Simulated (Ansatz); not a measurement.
Reaction: BHI2 (diiodoborane, SMILES IBI) → BI2 (SMILES I[B]I, doublet) + H (doublet) (the B-H bond breaks)
Each species at its own B3LYP-D3(BJ)/def2-TZVP minimum (Ansatz, an electronic-structure program).

Quantity: bond dissociation energy (electronic), in kJ/mol. UHF or UKS for unpaired electrons; spin-orbit terms are left out. Cores are frozen in correlated methods (noble-gas shells, and filled d and f shells in the p block). Past Kr the def2 sets carry scalar-relativistic core potentials. CBS(X,Y): correlation extrapolated as X^-3, Hartree-Fock from the larger set. A bracket is a step between two methods taken in the basis named. For partners of very few electrons the exact lower level stands in for a higher one. Spin-orbit terms, left out, reach several kcal/mol for Br and I, and more for heavier atoms.

CCSD(T)/CBS(def2-TZVPP,def2-QZVPP) + [CCSDT(Q) - CCSD(T)]/def2-SVP (Ansatz) gives 441.6 kJ/mol.

### Question
How far off this value is PBE/def2-TZVPD (Ansatz), in which direction, and how far these levels: r2SCAN/def2-TZVPD, B3LYP/def2-TZVPD, PBE0/def2-TZVPD, wB97M-V/def2-TZVPD, B2PLYP/def2-TZVPD, CCSD(T)/CBS(def2-TZVPP,def2-QZVPP)?

### Answer
PBE gives 419.0 kJ/mol, 22.6 kJ/mol below it. Differences of the others: r2SCAN/def2-TZVPD (Ansatz) -22.8; B3LYP/def2-TZVPD (Ansatz) -6.4; PBE0/def2-TZVPD (Ansatz) -17.0; wB97M-V/def2-TZVPD (Ansatz) 8.3; B2PLYP/def2-TZVPD (Ansatz) -7.5; CCSD(T)/CBS(def2-TZVPP,def2-QZVPP) (Ansatz) 0.9 kJ/mol.
